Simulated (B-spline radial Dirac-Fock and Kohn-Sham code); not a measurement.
## Binding energies of O at several levels of theory

System: the O atom, configuration [He] 2s2 2p4.

The density-functional columns are spherical, spin-unpolarised Dirac-Kohn-Sham results without Breit or QED terms: −ε is minus the orbital energy of the initial state and ΔSCF the difference of two total energies, and "half-occupied" is minus the orbital energy with half an electron removed (Slater transition state). The reference in the last column comes from Dirac-Fock (average of configuration) total-energy differences with a finite nucleus, the Breit interaction including its frequency dependence, and self-energy and vacuum-polarisation corrections. All numbers are from a B-spline atomic structure program, in eV; a selection of levels is shown.

| level | LDA −ε | LDA ΔSCF | LDA half-occupied | PBE0 −ε | Dirac-Fock |
| --- | --- | --- | --- | --- | --- |
| K (1s) | 510.9 | 550.7 | 550.5 | 527.8 | 545.6 |
| L1 (2s) | 23.76 | 31.43 | 31.32 | 27.15 | 31.79 |
| L2,3 (2p) | 9.20 | 16.59 | 16.44 | 9.92 | 14.57 |

Q: Order the estimates of the K (1s) level by their distance from the Dirac-Fock value, nearest first.
A. LDA ΔSCF
B. PBE0 −ε
C. LDA −ε
D. LDA half-occupied

A: D (4.9 eV), A (5.1 eV), B (17.8 eV), C (34.7 eV).

For the outermost level NIST gives 13.61806 eV (measured); the differences from it are LDA −ε -4.42, LDA ΔSCF +2.97, LDA half-occupied +2.82, PBE0 −ε -3.70, Dirac-Fock +0.95 eV. The computed values are configuration averages and the table refers to the lowest terms.
